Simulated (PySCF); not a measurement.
CoO₂F + HBr → CoO₂Br + HF

Level: PBE0 in the def2-TZVP basis family, all electrons, no relativity, computed in PySCF with density fitting; open shells unrestricted.

```tsv
species	state and structure	ZPE (kJ/mol)	H(298 K) − H(0) (kJ/mol)	S° (J/(mol K))
CoO₂F	quintet, Cs, Co–F 1.720 Å, Co–O 1.634 Å (×2); F–Co–O 125.1°, F–Co–O 147.9°, O–Co–O 87.0°	16.3	15.7	323.8
HBr	singlet, C∞v, H–Br 1.421 Å	16.0	8.7	198.5
CoO₂Br	triplet, C2v, Co–Br 2.193 Å, Co–O 1.555 Å (×2); Br–Co–O 119.6° (×2), O–Co–O 120.8°	17.6	15.6	323.5
HF	singlet, C∞v, H–F 0.920 Å	24.9	8.7	173.6
```

(1) Is the gas-phase reaction uphill or downhill in electronic energy at this level, and by how much?

(2) Add zero-point, thermal and entropy terms for 298.15 K and 1 bar.

Answers

(1) At PBE0/def2-TZVP, ΔE = -69.6 kJ/mol, downhill. 

(2) ΔZPE = 10.2 and Δ[H(298) − H(0)] = -0.1 kJ/mol give ΔH° = -59.5 kJ/mol. ΔS° = -25.2 J/(mol K), so ΔG° = -59.5 − 298.15 × (-0.0252) = -52 kJ/mol and log₁₀K = 9.1.

Open d or f shells are single determinants, so the state found may not be the ground state. Only the bonding shown was studied: isomers, or loss of a ligand pair, can lie lower.
